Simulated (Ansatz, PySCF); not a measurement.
Reaction (SMILES): [SbH3] (SbH3) -> [SbH2-] + H+
Geometries: B3LYP-D3(BJ)/def2-TZVP minima from Ansatz (a program for electronic structure).
Geometry of the first species:
SMILES: [SbH3]
```xyz
4

Sb     0.0002    -0.0006     0.0536
H     -0.9113    -1.0773    -0.9195
H     -0.4909     1.3395    -0.8952
H      1.3919    -0.2329    -0.9192
```

Wanted: gas-phase deprotonation energy (0 K, with B3LYP-D3(BJ) harmonic zero-point energies from PySCF), in kcal/mol. Correlated levels leave the core frozen unless marked. Spin-orbit coupling is left out. The frozen core is the preceding noble-gas configuration, with the filled d and f shells of earlier blocks. In def2 rows, elements after Kr have scalar-relativistic effective core potentials. Anions need diffuse functions: def2-D sets add few; the other sets have none. Basis-set limits of correlation are two-point, X^-3; Hartree-Fock from the larger set.

| level | program | gas-phase deprotonation energy (kcal/mol) |
|---|---|---|
| HF/def2-SVP | Ansatz | 354.3 |
| SVWN5/def2-TZVPD | Ansatz | 340.3 |
| revPBE-D3(BJ)/def2-TZVPD | Ansatz + dftd3 | 352.4 |
| r2SCAN-D3(BJ)/def2-TZVPD | Ansatz + dftd3 | 349.7 |
| BHLYP-D3(BJ)/def2-TZVPD | Ansatz + dftd3 | 350.5 |
| CAM-B3LYP-D3(BJ)/def2-TZVPD | Ansatz + dftd3 | 348.7 |
| B2GP-PLYP/def2-TZVPD | Ansatz | 348.5 |
| RPA@PBE/def2-TZVPP | Ansatz | 358.7 |
| CCSD(T)/def2-TZVPP | Ansatz | 351.8 |
| CCSD(T)/CBS(def2-TZVPPD,def2-QZVPPD) | Ansatz | 347.9 |
